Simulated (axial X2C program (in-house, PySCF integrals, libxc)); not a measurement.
**Ω levels of SNdS from open-shell CI on f(δφ)2 f(π)0**

Computed with an in-house all-electron X2C program for linear molecules (integrals from PySCF): two-component X2C with atomic mean-field Coulomb and Gaunt terms, basis S dyall-v2z, Nd dyall-v2z (cores contracted in-house). Orbitals come from Hartree–Fock averaged over the configuration Nd f(δφ)2 f(π)0; CI then distributes these electrons over the f(δφ), f(π) shells of Nd.

S–Nd–S held linear, both bonds 2.322 Å (near the minimum of the configuration average).

Active spinors (ω > 0):

```csv
shell,ω,ε (eV),character
f(δφ),3/2,1.15,100% Nd f
f(δφ),5/2,1.33,100% Nd f
f(δφ),5/2,1.90,100% Nd f
f(δφ),7/2,2.01,100% Nd f
f(π),3/2,6.64,91% Nd f
f(π),1/2,6.83,"77% Nd f, 14% Nd p"
```

Lowest levels of this model:

```csv
Ω,energy (cm⁻¹),g∥,configuration
4,0,6.20,100% f(δφ)2
5,2302,10.09,100% f(δφ)2
0,4513,0.00,100% f(δφ)2
6,4592,14.00,100% f(δφ)2
1,6283,3.44,100% f(δφ)2
0,11362,0.00,98% f(δφ)2
1,11711,2.26,99% f(δφ)2
2,12242,5.82,99% f(δφ)2
0,13662,0.00,98% f(δφ)2
0,15538,0.00,100% f(δφ)2
1,18716,2.02,98% f(δφ)2
4,20296,8.19,96% f(δφ)2
6,26390,12.01,100% f(δφ)2
5,26859,10.26,97% f(δφ)2
0,26983,0.00,99% f(δφ)2
1,27979,3.90,100% f(δφ)2
```

g∥ is the magnitude of 2⟨Lz + ge Sz⟩ for the +Ω component.

(1) From Ω and g∥ of the lowest level, whose 2⟨Lz + ge Sz⟩ is positive, find ⟨Sz⟩ and ⟨Lz⟩ (ge = 2.0023).

Occupations of the active spinors in the lowest level by ω, shell by shell in order of energy: -7/2: 0.00; -5/2: 0.00 0.00; -3/2: 0.00 0.00; -1/2: 0.00; 1/2: 0.00; 3/2: 1.00 0.00; 5/2: 0.35 0.65; 7/2: 0.00. The leading determinant has weight 0.65 among 5.

This point took 1.9 s on 1 thread of Arm Neoverse V1, with other jobs on the host.

There is no dynamic correlation: spin–orbit spacings and, for f shells, spacings inside one term are the most reliable numbers, splittings between terms come out too wide, and energies between configurations are not reliable, so the lowest level need not be the ground state of the molecule. At most 6 roots were kept for each Ω > 0 (twice that for Ω = 0) within 3.5 eV of the lowest, so higher up levels can be missing between those listed; levels with Ω > 0 are doubly degenerate and listed once, Ω = 0 levels singly. States that fill the shells left empty in the average are placed too high. The molecule was held linear; bending was not examined.

Answers

(1) Ω = ⟨Lz⟩ + ⟨Sz⟩ = 4 and ⟨Lz⟩ + ge⟨Sz⟩ = 3.100, so ⟨Sz⟩ = -0.90 and ⟨Lz⟩ = 4.90.
